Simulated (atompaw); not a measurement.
**Reading a pseudo-wave (Pm (Z = 61))**

Columns: radius, all-electron u(r) and pseudo u(r) of the 5d shell (level -13.60 eV) of promethium in the configuration [Kr] 4d10 4f5 5s2 5p6 5d0 6s0 6p0; PBE, scalar-relativistic, PAW (atompaw) scheme, atompaw 4.2.0.5.

```json
{"r (bohr)": "0.115", "all-electron": "0.1675", "pseudo": "0.0004"}
{"r (bohr)": "0.231", "all-electron": "0.0930", "pseudo": "0.0036"}
{"r (bohr)": "0.346", "all-electron": "-0.1374", "pseudo": "0.0117"}
{"r (bohr)": "0.462", "all-electron": "-0.2728", "pseudo": "0.0270"}
{"r (bohr)": "0.577", "all-electron": "-0.2742", "pseudo": "0.0506"}
{"r (bohr)": "0.692", "all-electron": "-0.1873", "pseudo": "0.0832"}
{"r (bohr)": "0.808", "all-electron": "-0.0580", "pseudo": "0.1252"}
{"r (bohr)": "0.923", "all-electron": "0.0798", "pseudo": "0.1750"}
{"r (bohr)": "1.038", "all-electron": "0.2102", "pseudo": "0.2313"}
{"r (bohr)": "1.154", "all-electron": "0.3262", "pseudo": "0.2926"}
{"r (bohr)": "1.269", "all-electron": "0.4229", "pseudo": "0.3554"}
{"r (bohr)": "1.385", "all-electron": "0.5018", "pseudo": "0.4179"}
{"r (bohr)": "1.500", "all-electron": "0.5626", "pseudo": "0.4765"}
{"r (bohr)": "1.615", "all-electron": "0.6079", "pseudo": "0.5293"}
{"r (bohr)": "1.731", "all-electron": "0.6400", "pseudo": "0.5747"}
{"r (bohr)": "1.846", "all-electron": "0.6601", "pseudo": "0.6104"}
{"r (bohr)": "1.962", "all-electron": "0.6706", "pseudo": "0.6363"}
{"r (bohr)": "2.077", "all-electron": "0.6729", "pseudo": "0.6519"}
{"r (bohr)": "2.192", "all-electron": "0.6688", "pseudo": "0.6578"}
{"r (bohr)": "2.308", "all-electron": "0.6593", "pseudo": "0.6551"}
{"r (bohr)": "2.423", "all-electron": "0.6457", "pseudo": "0.6453"}
{"r (bohr)": "2.538", "all-electron": "0.6290", "pseudo": "0.6300"}
{"r (bohr)": "2.654", "all-electron": "0.6097", "pseudo": "0.6107"}
{"r (bohr)": "2.769", "all-electron": "0.5887", "pseudo": "0.5893"}
{"r (bohr)": "2.885", "all-electron": "0.5663", "pseudo": "0.5664"}
{"r (bohr)": "3.000", "all-electron": "0.5432", "pseudo": "0.5432"}
```

Q: How many radial nodes do the two functions have?

A: The all-electron 5d function has n − l − 1 = 2; the pseudo-wave has 0, since the states of the same l below it are removed with the core.

Q: Is the pseudo-wave norm-conserving?

A: No, it belongs to a PAW set: the norm inside the radius is not constrained, and the difference is carried by the augmentation charge.
